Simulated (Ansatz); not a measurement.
`NB(S)Cl` and `NB(Cl)Cl` differ in one atom or group.

Ansatz, PBE0-D4/def2-TZVP geometries, multiplicity 1. Each molecule was computed in one conformer, which needn't be the lowest.

```tsv
property	`NB(S)Cl`
LUMO energy (ωB97M-V/def2-TZVPP) / eV	1.84
HOMO–LUMO gap (PBE/def2-TZVPP) / eV	5.67
size of the dipole moment (PBE/def2-TZVPP) / D	3.24
HOMO–LUMO gap (ωB97M-V/def2-TZVPP) / eV	11.55
HOMO energy (ωB97M-V/def2-TZVPP) / eV	-9.71
HOMO energy (PBE0/def2-TZVPP) / eV	-7.52
```

Task: Give the same properties after the change, and the shifts. (An estimate is asked.)

Result: The calculation gave: 
| property | `NB(Cl)Cl` | shift |
| --- | --- | --- |
| LUMO energy (ωB97M-V/def2-TZVPP) / eV | 2.09 | 0.25 |
| HOMO–LUMO gap (PBE/def2-TZVPP) / eV | 6.34 | 0.67 |
| size of the dipole moment (PBE/def2-TZVPP) / D | 2.77 | -0.47 |
| HOMO–LUMO gap (ωB97M-V/def2-TZVPP) / eV | 12.96 | 1.41 |
| HOMO energy (ωB97M-V/def2-TZVPP) / eV | -10.88 | -1.17 |
| HOMO energy (PBE0/def2-TZVPP) / eV | -8.57 | -1.05 |

With PBE0 the HOMO falls by 1.05 eV and the LUMO falls by 0.12 eV, so the gap widens by about 0.93 eV. PBE moves the HOMO by -0.89 eV and ωB97M-V by -1.17 eV. The zero-point energy changes by -22.0 kJ/mol with -3 modes. Dipoles are sizes alone; their direction can turn.
